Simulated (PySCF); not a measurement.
**Radial density of Tc⁺ (technetium, charge +1)**

r2SCAN0, [Kr] 4d6, high-spin 5D determinant (an excited configuration). Calculation: PySCF 2.14, in def2-QZVPPD with the def2 core potential (28 electrons) (7s5p4d4f2g, 88 functions); scalar relativity through the core potential. This is the valence pseudo-density: the core potential removes the inner electrons and smooths the orbitals near the nucleus.

| r (bohr) | 4πr²ρ (e/bohr) | 4πr²(ρα − ρβ) |
| --- | --- | --- |
| 0.0624 | 3.065e-05 | 0.0000 |
| 0.105 | 0.0001982 | 0.0000 |
| 0.177 | 0.002048 | 0.0005 |
| 0.297 | 0.03971 | 0.0082 |
| 0.500 | 1.221 | 0.1521 |
| 0.840 | 10.37 | 1.4491 |
| 1.41 | 8.966 | 2.6395 |
| 2.38 | 1.811 | 0.9909 |
| 4.00 | 0.1499 | 0.0765 |
| 6.73 | 0.001968 | 0.0005 |

Energies and moments cover only the electrons outside the core potential.
